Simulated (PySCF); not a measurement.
Sn(H)(F)(NH2)2 (FH5N2Sn), SMILES [NH2][SnH]([NH2])[F]. Coordinates come from a B3LYP-D3(BJ)/def2-SVP optimisation. The structure was generated by enumeration; whether it is a known compound was not checked. The def2 effective core potentials stand for the cores of Sn; spin–orbit coupling is left out. The values are those of a single conformer.

Computed equilibrium geometry at B3LYP-D3(BJ)/def2-SVP (PySCF confirms it by a frequency run) as Cartesian coordinates in Å (one conformer of several):
```xyz
9

Sn     0.0454     0.0904    -0.2233
N     -1.6393    -1.0514    -0.2364
N      1.5692    -1.0934     0.4222
F     -0.1360     1.5523     1.0769
H      0.3354     0.8428    -1.7293
H     -2.4045    -0.6299    -0.7636
H     -1.9886    -1.2538     0.7009
H      1.2300    -1.8557     1.0103
H      2.2731    -0.5808     0.9546
```
Charge 0, spin multiplicity 1.
